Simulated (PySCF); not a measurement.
H₂, SMILES [H][H], point group D∞h.

Force field and properties: B3LYP/pcSseg-2 (PySCF, grid level 2). Vibrational terms come from second-order perturbation theory with semi-diagonal cubic constants, by steps of ±0.6 along the normal coordinates of each isotopologue. The parent has the commonest isotopes.

Equilibrium geometry (Å):

```csv
atom,x,y,z
H1,0.3766,-0.0120,-0.0108
H2,-0.3655,0.0171,-0.0458
```

(1) How much do zero-point and thermal motion change the parent's shieldings?

(2) And the bond lengths, in the parent and with ²H at 1?

The study (25 SCF points, 28 basis functions) took 2.8 s on 1 thread of Intel Xeon 6975P-C, on a host shared with other jobs (rough), peak memory 0.22 GiB, launched as `OMP_NUM_THREADS=1 python ens_run.py task.json out`.

## Answers

(1) 
```tsv
atom	σe (ppm)	anharmonic part, 0 K	harmonic part, 0 K	Δσ at 0 K	Δσ at 298.15 K	Δσ at 700 K
H1	26.66	-0.49	0.16	-0.33	-0.37	-0.42
```

(2) 
| bond | re (Å) | ⟨r⟩ at 0 K | between mean positions | ⟨r⟩, labelled |
| --- | --- | --- | --- | --- |
| H1–H2 | 0.7435 | 0.7682 | 0.7682 | 0.7648 |
